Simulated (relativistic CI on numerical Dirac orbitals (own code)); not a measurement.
# Tl LXIV: q coefficients and field-shift factors

These numbers are calculated, not measured: Dirac-Coulomb-Breit CI, KLI orbitals optimised for each configuration, derivatives by finite differences, unscaled Slater integrals, QED left out (own radial code, finite nucleus).

CI space (outside the closed core [Ne]): 3s²3p⁶, 3s²3p⁵3d, 3s3p⁶3d, 3p⁶3d², 3p⁵3d³. Double excitations out of closed p, d and f shells are left out; levels of such configurations are missing from the list, as are those of other unlisted configurations, and high levels can miss mixing partners.

With x = (α/α₀)² − 1 an excitation energy changes as ω = ω₀ + qx; K = 2q/ω₀ is the relative enhancement. Terms are leading LS components, so labels can repeat. The field-shift factor is F = δν/δ⟨r²⟩ for the transition from the lowest level.

Lowest level 3s²3p⁶ ¹S0.

```tsv
Level	ω₀ (cm⁻¹)	q (cm⁻¹)	F (GHz/fm²)
3s²3p⁵3d ³P°0	2162353	159500	36
3s²3p⁵3d ³P°1	2270714	177400	37.3
3s²3p⁵3d ³F°3	2300210	149500	36.6
3s²3p⁵3d ³D°2	2340173	158400	37
3s²3p⁵3d ³F°4	3194889	1.132e+06	71.9
3s²3p⁵3d ¹D°2	3246306	1.142e+06	71.4
3s²3p⁵3d ³D°3	3348282	1.141e+06	73.2
3s²3p⁵3d ¹P°1	3618683	1.17e+06	63.7
3s²3p⁵3d ³F°2	6577742	5.653e+06	-1160
3s²3p⁵3d ³D°1	6919930	5.68e+06	-1160
3s²3p⁵3d ³P°2	7552626	6.651e+06	-1130
3s²3p⁵3d ³F°3	7598422	6.652e+06	-1130
3s3p⁶3d ³D1	8684228	6.192e+06	-15400
```

At this charge energies of transitions that change n are usually good to better than 1 %, and those within a shell (Δn = 0) to a few per cent.

(1) Which transition from the lowest level has the largest |K|?

Answers

(1) 3s²3p⁵3d ³P°2 at 7552626 cm⁻¹, K = 1.76.
